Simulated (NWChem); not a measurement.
# CH3AlClI; SMILES [Cl][Al]([CH3])[I]

Program: NWChem. Coordinates come from a PBE0/def2-SVP optimisation. def2 effective core potentials on I; no spin-orbit coupling.

**Question.** What does the run give for revPBE/def2-SVP? Quantities: highest occupied level (eV); orbital gap (eV); dipole (D).

**Answer.** 
```json
{
  "highest occupied level (eV)": "-6.52",
  "orbital gap (eV)": "4.75",
  "dipole (D)": "1.88"
}
```
